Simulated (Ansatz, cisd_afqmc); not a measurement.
Species: SnH₂S, charge 0, singlet. SnH2S (SMILES [SnH][SH]).
B3LYP-D3(BJ)/def2-TZVP minimum from Ansatz (an electronic-structure program):
```
S
H 1 1.3446
Sn 1 2.4408 2 95.74
H 3 1.7806 1 88.85 2 180.00
```

Total energies in def2-SVP, 12 correlated electrons, 14 frozen orbitals. Radicals and triplets start from unrestricted determinants; spin-orbit coupling is neglected. Cores are frozen in correlated methods (noble-gas shells, and filled d and f shells in the p block). Past Kr the def2 sets carry scalar-relativistic core potentials. AFQMC/CISD: phaseless, guided by CISD from CCSD amplitudes; bars are statistical, one sigma. Outlying blocks are dropped, and bars are widened where a walk drifts. Over all cases where full CI ran beside it in this data, AFQMC minus full CI had a median of +0.1 mEh and passed +0.4 mEh in a tenth of the cases. Spin-orbit terms, left out, reach several kcal/mol for Br and I, and more for heavier atoms.

```json
[
 {"method": "HF", "program": "Ansatz", "energy (Eh)": "-611.93272", "minus CCSDTQ (mEh)": "243.01"},
 {"method": "MP2", "program": "Ansatz", "energy (Eh)": "-612.13367", "minus CCSDTQ (mEh)": "42.06"},
 {"method": "CCSD", "program": "Ansatz", "energy (Eh)": "-612.16691", "minus CCSDTQ (mEh)": "8.82"},
 {"method": "CCSD(T)", "program": "Ansatz", "energy (Eh)": "-612.17420", "minus CCSDTQ (mEh)": "1.53"},
 {"method": "CCSDT(Q)", "program": "Ansatz", "energy (Eh)": "-612.17577", "minus CCSDTQ (mEh)": "-0.04"},
 {"method": "CCSDTQ", "program": "Ansatz", "energy (Eh)": "-612.17573", "minus CCSDTQ (mEh)": "0.00"},
 {"method": "AFQMC/CISD", "program": "cisd_afqmc", "energy (Eh)": "-612.1755 ± 0.0003", "minus CCSDTQ (mEh)": "0.2 ± 0.3"}
]
```

Rough core times of Ansatz's runs on a shared machine: CCSD(T) under 20 s, CCSDT(Q) under 20 s, CCSDTQ 10 min.
